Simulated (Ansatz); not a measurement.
Reaction (ligand exchange at the In–O bond): `[OH][InH][Cl]` + CH₃OH → `C[O][InH][Cl]` + H₂O

Program: Ansatz. Geometries: PBE0-D4/def2-TZVP. ΔE: electronic, gas phase. CBS: MP2 limit from def2 TZ/QZ plus the TZ coupled-cluster correction, frozen cores. This one scheme is used for every species. DFT in def2-TZVPP. B3LYP here is the variant with VWN-RPA as its local correlation; programs differ in this. HSE06 is defined as in plane-wave codes. Elements past krypton have def2 core potentials. For In outer-core shells are correlated without core-valence functions, which leaves a few kJ/mol of doubt a bond. One conformer a species, not always the lowest.

Is it downhill or uphill in electronic energy at CCSD(T)/CBS, and by how much? (Estimate.)

The calculation gave: Nearly level: ΔE = +0.6 kJ/mol.

What do these levels give: r2SCAN-D4, B97M-V, r2SCANh-D4, BHLYP-D4, CAM-B3LYP-D4, ωB97M-V, revPBE, PBE0, B3LYP, HSE06, MP2/def2-SVP, HF/CBS(def2)? (Estimate.)

Ansatz gave: r2SCAN-D4 4.8, B97M-V 4.5, r2SCANh-D4 5.0, BHLYP-D4 3.9, CAM-B3LYP-D4 5.2, ωB97M-V 5.6, revPBE 9.8, PBE0 7.9, B3LYP 8.9, HSE06 7.8, MP2/def2-SVP 1.8, HF/CBS(def2) 10.4 kJ/mol.

Largest T1 diagnostic among the species: 0.016.

Leaving LDA and LC-ωPBE aside and taking each functional with its dispersion term where it has one, the values, not all of them listed here, spread over 3.5 kJ/mol, from BLYP-D4 to B2PLYP. LDA lies −4.9 kJ/mol from PBE without D4. The D4 term adds −5.4 kJ/mol with B3LYP and −3.1 kJ/mol with PBE0; it sums over pairs of atoms, weighted by their polarisabilities, and B3LYP, whose exchange is more repulsive, gets the larger term. In def2-TZVPP, CCSD(T) changes the Hartree–Fock value by −8.6 kJ/mol (the triples alone add −1.6 kJ/mol) and MP2 by −9.4 kJ/mol.
